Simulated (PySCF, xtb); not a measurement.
B(Cl)(NCO)(OH) (CHBClNO2), SMILES O=C=NB(O)Cl. The values are those of a single conformer.

Harmonic wavenumbers (cm⁻¹) from xtb with GFN2-xTB at its own minimum, in rising order: 40, 83, 269, 354, 468, 487, 511, 550, 575, 834, 1016, 1278, 1600, 2531, 3602.

Question: What does TPSSh-D3(BJ)/def2-SVP (PySCF 2.14.0) give at its own minimum? (The exact figures need the calculation; the answer reports its results.)

Answer: 43, 96, 317, 388, 555, 567, 587, 600, 609, 889, 1137, 1367, 1633, 2456, 3820. Paired by order, the mean absolute difference is 68 cm⁻¹ and the zero-point energies are 20.3 and 21.5 kcal/mol.
